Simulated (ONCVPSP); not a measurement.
**Before and after: ONCV potential for Co (Z = 27)**

- Element: cobalt
- Generator: ONCVPSP 4.0.1
- Type: optimised norm-conserving Vanderbilt (ONCV)
- Functional: PBEsol
- Relativity: scalar-relativistic
- Frozen core: [Ne]
- Valence charge: 17
- Reference configuration: 3s2 3p6 3d7 4s0.5 (charge +1.5)
- Partial waves: 3s+4s: rc 1.35 bohr, ncon 3, nbas 7, qcut 6.8 1/bohr, 3 projectors, debl 2.3 Ha; 3p: rc 1.00 bohr, ncon 4, nbas 9, qcut 14.4 1/bohr, 2 projectors, debl 1.7 Ha; 3d: rc 1.00 bohr, ncon 4, nbas 8, qcut 16.6 1/bohr, 2 projectors, debl 3.7 Ha
- Local potential: polynomial inside 0.60 bohr (lpopt 5, dvloc0 0 Ha)
- Core correction: none

In the p channel the program set the typed energies aside and used -2.914, 0.250 Ha.

All-electron outer shells of the reference configuration (PBEsol, scalar-relativistic, ld1.x):

```
shell  level (eV)  outermost node (bohr)  outermost maximum (bohr)
   2p     -783.03                      –                      0.17
   3s     -115.91                   0.31                      0.67
   3p      -79.30                   0.28                      0.68
   3d      -21.87                      –                      0.66
   4s      -16.68                   0.95                      2.13
```

Change: s: qcut 4.8; p: qcut 10.2; d: qcut 11.8.

Cutoffs: the cutoffs (Ha) at which the residual kinetic energy of the hardest occupied pseudo-wave falls to 1 and 0.1 mHa per electron; they do not see the model core or the augmentation charge, which bear on the density cutoff. Errors are all-electron minus pseudo energies relative to the spin-unpolarised reference configuration.

Problem. What does the change do?

Solution. The potential gets neither clearly harder nor softer (99 Ha and 113 Ha → 91 Ha and 228 Ha); the d channel sets the loose cutoff, while the largest relative change is in p, which becomes softer; the errors of the 4 common tests hardly move; neither file shows a bound ghost.

| quantity | base | changed |
| --- | --- | --- |
| cutoff, loose | 99 Ha | 91 Ha |
| cutoff, tight | 113 Ha | 228 Ha |
| loose cutoff by channel | s 14 Ha, p 47 Ha, d 99 Ha | s 15 Ha, p 36 Ha, d 91 Ha |
| bound ghosts | none | none |
| GHOST(+) flags under 300 eV | none | none |
| error for 3s2 3p6 3d7 4s2, meV [ΔE -16.40 eV] | +2.9 | +2.7 |
| error for 3s2 3p6 3d7 4s1, meV [ΔE -7.35 eV] | +0.8 | +0.7 |
| error for 3s2 3p6 3d7 4s0, meV [ΔE 9.35 eV] | -0.2 | -0.1 |
| error for 3s2 3p6 3d7 4s0 4p2, meV [ΔE -7.38 eV] | +0.7 | +0.9 |
| s: phases at 1.37 bohr within 0.05 rad from the reference energy up to (Ha; the scan ends near 5) | to the end of the scan | to the end of the scan |
| p: phases at 1.01 bohr within 0.05 rad from the reference energy up to (Ha; the scan ends near 5) | to the end of the scan | to the end of the scan |
| d: phases at 1.01 bohr within 0.05 rad from the reference energy up to (Ha; the scan ends near 5) | to the end of the scan | to the end of the scan |
